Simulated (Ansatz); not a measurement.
# InNH2F2 (SMILES [NH2][In]([F])[F]): the vertical electron affinity from total energies

InNH2F2: 6 atoms, total charge 0, spin state singlet. SMILES: `[NH2][In]([F])[F]`. Geometry: relaxed at PBE0-D4/def2-TZVP.

Both states at this one shape; open shells run unrestricted unless said. 1 Eh = 27.2114 eV.

```
                                                 level  program  singlet InNH2F2 (Eh)  doublet [InNH2F2]− (Eh)
                      B3LYP/def2-SVPD (core potential)   Ansatz           -445.719829              -445.749403
MP2/def2-SVPD (core potential), 7 core orbitals frozen   Ansatz           -444.253416              -444.263262
```

Question: Work out the vertical electron affinity, E(N) − E(N+1), at each level.

Answer: 
1. B3LYP/def2-SVPD (core potential): -445.719829 − (-445.749403) = 0.029574 Eh = 0.80 eV.
2. MP2/def2-SVPD (core potential): -444.253416 − (-444.263262) = 0.009846 Eh = 0.27 eV.

No measured value is set beside it here; the levels span 0.27 to 0.80 eV. Spin-orbit coupling is left out.
